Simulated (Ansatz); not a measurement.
`C=C[CH2][Ga]([F])[F]` + `[NH2][GaH2]` → `[F][Ga]([F])[NH][GaH2]` + `C=CC` at 400 K and 1 bar (ligand exchange at a Ga–C bond).

Computed with Ansatz on PBE0-D4/def2-TZVP structures; ΔE is electronic, products minus reactants. CCSD(T)/CBS adds triple-zeta CCSD(T) − MP2 to the extrapolated MP2 energy (def2 sets, frozen cores). For Ga outer-core shells are correlated without core-valence functions, which leaves a few kJ/mol of doubt a bond. Scalar relativity is left out up to krypton. One conformer a species, not always the lowest.

| species | CCSD(T)/CBS energy (Eh) | H − E (kJ/mol) | S (J/(mol·K)) |
| --- | --- | --- | --- |
| `C=C[CH2][Ga]([F])[F]` | -2240.76513 | 231.2 | 421.7 |
| `[NH2][GaH2]` | -1981.05479 | 122.4 | 284.4 |
| `[F][Ga]([F])[NH][GaH2]` | -4104.09173 | 124.4 | 419.2 |
| `C=CC` | -117.74610 | 229.7 | 285.2 |

H − E and S are ideal-gas, rigid-rotor, harmonic terms from PBE0-D4/def2-TZVP, for one conformer and one mirror image of each species. 1 Eh = 2625.50 kJ/mol, R = 8.31446 J/(mol·K).

Q: By hand: ΔE, ΔH, ΔS and ΔG.

A: ΔE = (-4104.09173) + (-117.74610) − (-2240.76513) − (-1981.05479) = -0.01791 Eh = -47.0 kJ/mol. Δ(H − E) = 124.4 + 229.7 − 231.2 − 122.4 = 0.5, so ΔH = -46.5 kJ/mol. ΔS = 419.2 + 285.2 − 421.7 − 284.4 = -1.7 J/(mol·K). ΔG = -46.5 − 400 × (-1.7)/1000 = -45.8 kJ/mol.

Q: By hand: the equilibrium constant, and the temperature at which ΔG would vanish if ΔH and ΔS stayed fixed.

A: log₁₀ K = −ΔG/(RT ln 10) = 6.0. ΔG = 0 at ΔH/ΔS = 27353 K, far beyond where these terms or the molecules hold.

The number of gas molecules stays the same, so ΔS is small and ΔH decides. A doubt of 5 kJ/mol in ΔE shifts log₁₀ K by 0.7 here. Other conformers and mirror images would add mixing entropy, several J/(mol·K) or more a flexible species. Modes under 60 cm⁻¹, often nearly free rotors, make the harmonic entropy too high. These are equilibria of isolated gas molecules and say nothing of rates. Largest T1 diagnostic: 0.014 (customary marks: 0.02 for closed shells, 0.045 for open ones).
